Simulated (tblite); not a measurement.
Input of a run (GFN2-xTB geometry optimisation, gas phase (tblite 0.8.0)), started from a force field or distance geometry:
```
{"job": {"kind": "relax", "xc": "GFN2-xTB", "basis": "xTB"}, "charge": 0, "multiplicity": 1}
Si     4.125900     0.074400    -0.267300
O      2.615200    -0.693600     0.136200
C      1.400400    -0.052900    -0.008400
C      0.311000    -0.793100     0.124400
C     -1.049000    -0.292800     0.010500
C     -1.347100     1.025700    -0.286400
C     -2.656600     1.429700    -0.393300
N     -3.678700     0.558000    -0.213600
C     -3.426600    -0.755500     0.067000
C     -2.104300    -1.168700     0.179400
H      5.118200    -0.959000    -0.471900
H      4.597800     0.943900     0.837100
H      3.948800     0.982200    -1.411100
H      1.316300     1.003500    -0.241400
H      0.415000    -1.841500     0.361500
H     -0.576800     1.758300    -0.416500
H     -2.831200     2.477200    -0.613400
H     -4.252600    -1.462900     0.204600
H     -1.935400    -2.223600     0.410500
```

Output (eV, eV/Å):
```
step      E/eV     max force
  0    -770.00341    2.470
  1    -770.22740    1.630
  2    -770.34705    0.817
  3    -770.40493    0.955
  4    -770.43962    0.417
  5    -770.45922    0.321
  6    -770.47595    0.295
  7    -770.48686    0.275
  8    -770.49268    0.158
  9    -770.49584    0.164
 10    -770.49844    0.156
 11    -770.50089    0.117
 12    -770.50272    0.103
 13    -770.50419    0.109
 14    -770.50589    0.152
 15    -770.50790    0.160
 16    -770.50951    0.090
 17    -770.51033    0.056
 18    -770.51076    0.066
 19    -770.51117    0.085
 20    -770.51172    0.077
 21    -770.51234    0.067
 22    -770.51290    0.064
 23    -770.51334    0.061
 24    -770.51374    0.063
 25    -770.51428    0.085
 26    -770.51511    0.120
 27    -770.51630    0.120
 28    -770.51760    0.086
 29    -770.51863    0.069
 30    -770.51930    0.064
 31    -770.51976    0.057
 32    -770.52025    0.059
 33    -770.52081    0.063
 34    -770.52134    0.060
 35    -770.52181    0.046
 36    -770.52222    0.050
 37    -770.52261    0.049
 38    -770.52295    0.047
 39    -770.52328    0.051
 40    -770.52360    0.044
 41    -770.52394    0.046
 42    -770.52427    0.045
 43    -770.52456    0.040
 44    -770.52482    0.038
 45    -770.52513    0.036
 46    -770.52552    0.046
 47    -770.52593    0.046
 48    -770.52624    0.036
 49    -770.52646    0.032
 50    -770.52668    0.039
 51    -770.52693    0.040
 52    -770.52714    0.030
 53    -770.52726    0.023
 54    -770.52733    0.021
 55    -770.52739    0.019
 56    -770.52745    0.020
 57    -770.52751    0.018
 58    -770.52757    0.017
 59    -770.52766    0.020
 60    -770.52776    0.022
 61    -770.52784    0.023
 62    -770.52788    0.018
 63    -770.52790    0.014
 64    -770.52793    0.015
 65    -770.52798    0.018
 66    -770.52802    0.013
 67    -770.52805    0.011
 68    -770.52807    0.011
 69    -770.52809    0.012
 70    -770.52811    0.012
 71    -770.52814    0.011
 72    -770.52816    0.011
 73    -770.52818    0.012
 74    -770.52820    0.011
 75    -770.52821    0.009
```

**Question.** Summarise the run.

**Answer.** The energy falls by 0.525 eV over 75 L-BFGS steps, the largest force on an atom goes from 2.47 to 0.009 eV/Å, and the atoms move by 0.175 Å rms after alignment. The bond that changes most is Si1–O2 (oxygen-bound silicon to silyl ether oxygen), which shortens by 0.110 Å. Bonds longer at the end by more than 0.005 Å: 5 of 19; shorter: 9. Among the angles that change most is Si1–O2–C3, from 122.3° to 133.4°. Among the dihedrals that turn most is H13–Si1–O2–C3, from -34° to -51°. The energy never rose by more than 1e-5 eV on the way. The first step brought 43 % of the lowering.

**Question.** What are the final bond lengths?

**Answer.** Si1–O2 1.632 Å, O2–C3 1.339 Å, C3=C4 1.335 Å, C4–C5 1.450 Å, C5–C6 1.398 Å, C6–C7 1.383 Å, C7–N8 1.323 Å, N8–C9 1.323 Å, C9–C10 1.383 Å, C5–C10 1.399 Å, Si1–H11 1.452 Å, Si1–H12 1.464 Å, Si1–H13 1.465 Å, C3–H14 1.083 Å, C4–H15 1.082 Å, C6–H16 1.078 Å, C7–H17 1.083 Å, C9–H18 1.083 Å, C10–H19 1.080 Å. Numbering counts from 1 in the input's order; the species is `[SiH3]O/C=C/c1ccncc1`.

The run took 1.1 s wall on one thread, Arm Neoverse N1 (aarch64), shared host.

Its GFN2-xTB frequencies are all real (lowest 25 cm⁻¹). The numbers are those of one conformer.

All values are computed, not measured.
